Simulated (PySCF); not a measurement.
Computed properties of C4H3ClF2, SMILES C#CC(F)(F)CCl

C4H3ClF2, SMILES C#CC(F)(F)CCl. Coordinates come from a B3LYP-D3(BJ)/def2-SVP optimisation. This is a generated structure with no PubChem entry under its InChIKey; it may be hypothetical. One conformer was computed; it need not be the lowest. All values are computed for the isolated molecule unless a solvent is named; none is compared with measurement here.

**Structure.** All 24 harmonic modes at B3LYP-D3(BJ)/def2-SVP (PySCF) are real, so it is a minimum. With heavy atoms numbered as in [CH:1]#[C:2][C:3]([F:4])([F:5])[CH2:6][Cl:7], the shortest bond between them is C1–C2 at 1.208 Å and the longest C6–Cl7 at 1.785 Å.

**Vibrations.** The strongest infrared lines (harmonic, unscaled, degenerate partners summed) lie at 1123 cm⁻¹ (163 km/mol, C 56 %, H 26 %, F 18 %), 1289 cm⁻¹ (143 km/mol, C 62 %, H 34 %), 1208 cm⁻¹ (114 km/mol, C 80 %, H 12 %). The softest mode is at 89 cm⁻¹ and the zero-point energy is 37.8 kcal/mol.

**Electronic structure.** ωB97X/def2-TZVP (PySCF) places the frontier levels at -11.23 and 1.95 eV, a gap of 13.18 eV, and gives a dipole moment of 1.80 D and a mean polarisability of 56.0 bohr³. PBE/def2-TZVP (PySCF) at the same geometry gives -7.38 and -1.38 eV, so its gap is 7.18 eV narrower. An orbital gap is neither the optical nor the fundamental gap.

**Excitations.** TDA-M06-2X/def2-SVPD (PySCF) has S1 at 5.95 eV (208 nm, f = 0.000, dark); the most intense of the 10 singlets computed lies at 8.50 eV (f = 0.05). T1 (TDA) is at 5.40 eV, 0.55 eV under S1. TDA-PBE/def2-SVPD (PySCF) puts S1 at 6.12 eV. No vertical singlet excitation falls in the visible range (under 3.1 eV).

**NMR.** GIAO shifts at HF/pcSseg-1 (PySCF) (non-relativistic, atoms alike by connectivity averaged): ¹³C from 51.3 to 102.7 ppm against TMS; ¹H from 3.6 to 3.8 ppm against TMS; ¹⁹F at -81.5 ppm against CFCl3. Without spin–orbit terms, shifts of atoms bonded to Cl or Br come out too high.

**Solvation.** SMD-M06-2X/def2-SVP (PySCF) gives -1.7 kcal/mol in water, -5.1 kcal/mol in cyclohexanone, -5.6 kcal/mol in 2-propanol (1 M in both phases, gas-phase geometry).
